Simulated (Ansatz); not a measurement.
One change: `[SnH3][SiH]1CO1` becomes `B[SiH]1CO1`.

Ansatz, PBE0-D4/def2-TZVP geometries, multiplicity 1. 

Elements past krypton have def2 core potentials.

| property | `[SnH3][SiH]1CO1` |
| --- | --- |
| HOMO–LUMO gap (B3LYP/def2-TZVPP) / eV | 6.07 |
| HOMO energy (ωB97M-V/def2-TZVPP) / eV | -9.64 |
| HOMO–LUMO gap (ωB97M-V/def2-TZVPP) / eV | 10.36 |
| HOMO energy (PBE/def2-TZVPP) / eV | -6.31 |
| size of the dipole moment (B3LYP/def2-TZVPP) / D | 1.74 |
| LUMO energy (ωB97M-V/def2-TZVPP) / eV | 0.72 |

(1) What does the change do to each property? (Best estimate.)

Results:

(1) The calculation gave: 
| property | `B[SiH]1CO1` | shift |
| --- | --- | --- |
| HOMO–LUMO gap (B3LYP/def2-TZVPP) / eV | 4.20 | -1.87 |
| HOMO energy (ωB97M-V/def2-TZVPP) / eV | -9.55 | 0.09 |
| HOMO–LUMO gap (ωB97M-V/def2-TZVPP) / eV | 8.62 | -1.74 |
| HOMO energy (PBE/def2-TZVPP) / eV | -6.38 | -0.07 |
| size of the dipole moment (B3LYP/def2-TZVPP) / D | 1.61 | -0.13 |
| LUMO energy (ωB97M-V/def2-TZVPP) / eV | -0.93 | -1.65 |

With PBE0 the HOMO rises by 0.06 eV and the LUMO falls by 1.83 eV, so the gap narrows by about 1.89 eV. PBE moves the HOMO by -0.07 eV and ωB97M-V by 0.09 eV. The zero-point energy changes by -1.4 kJ/mol with -3 modes. Dipoles are sizes alone; their direction can turn.

B3LYP here is the variant with VWN-RPA as its local correlation; programs differ in this.
